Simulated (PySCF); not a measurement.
Electron correlation in Cl+ (chlorine, charge +1)

[Ne] 3s2 3p4, high-spin 3P determinant. Calculation: PySCF 2.14, in pcseg-2 (5s4p2d1f, 34 functions); no relativity, point nucleus. Frozen: [Ne]; 6 electrons correlated.

MP2 pair energies summed by pair of shells (mhartree):

```json
{"pair": "3p-3p", "energy": "-54.77", "share (%)": "46.9"}
{"pair": "3s-3p", "energy": "-53.39", "share (%)": "45.7"}
{"pair": "3s-3s", "energy": "-8.66", "share (%)": "7.4"}
```

Total MP2 correlation energy: -116.82 mhartree.

Same-spin part -27.11 and opposite-spin part -89.71 mhartree; SCS-MP2 scales them by 1/3 and 6/5 to -116.69 mhartree.

```csv
level,correlation energy (mhartree)
CCSD,-141.40
(T),-3.78
CCSD(T),-145.18
```

Diagnostics: T1 = 0.0081, D1 = 0.0254, largest double amplitude 0.055.

Cost of the coupled-cluster step: 0.33 s of wall time on 1 thread of Neoverse-V2 (shared host), for 6 correlated electrons.

Iterations:

```
CC2 = 0
CCSD nocc = (np.int64(4), np.int64(2)), nmo = (29, 29)
frozen orbitals [[0, 1, 2, 3, 4], [0, 1, 2, 3, 4]]
max_cycle = 100
direct = 0
conv_tol = 1e-08
conv_tol_normt = 1e-06
diis_space = 8
diis_start_cycle = 0
Init t2, MP2 energy = -0.11681774494244
Init E_corr(UCCSD) = -0.11681774497733
cycle = 1  E_corr(UCCSD) = -0.135472784041195  dE = -0.0186550391  norm(t1,t2) = 0.0413106
cycle = 2  E_corr(UCCSD) = -0.139570122067549  dE = -0.00409733803  norm(t1,t2) = 0.0134478
cycle = 3  E_corr(UCCSD) = -0.141446688095372  dE = -0.00187656603  norm(t1,t2) = 0.00531279
cycle = 4  E_corr(UCCSD) = -0.141393804549679  dE = 5.28835457e-05  norm(t1,t2) = 0.000608206
cycle = 5  E_corr(UCCSD) = -0.141396637421251  dE = -2.83287157e-06  norm(t1,t2) = 7.89287e-05
cycle = 6  E_corr(UCCSD) = -0.141396369841108  dE = 2.67580143e-07  norm(t1,t2) = 1.46334e-05
cycle = 7  E_corr(UCCSD) = -0.141396649131854  dE = -2.79290746e-07  norm(t1,t2) = 2.90376e-06
cycle = 8  E_corr(UCCSD) = -0.141396547412818  dE = 1.01719037e-07  norm(t1,t2) = 8.2356e-07
cycle = 9  E_corr(UCCSD) = -0.14139656772561  dE = -2.03127926e-08  norm(t1,t2) = 1.42767e-07
cycle = 10  E_corr(UCCSD) = -0.141396565664512  dE = 2.06109821e-09  norm(t1,t2) = 2.75346e-08
UCCSD converged
E(UCCSD) = -459.1861386085009  E_corr = -0.1413965656645119
UCCSD(T) correction = -0.00377845236811629
```
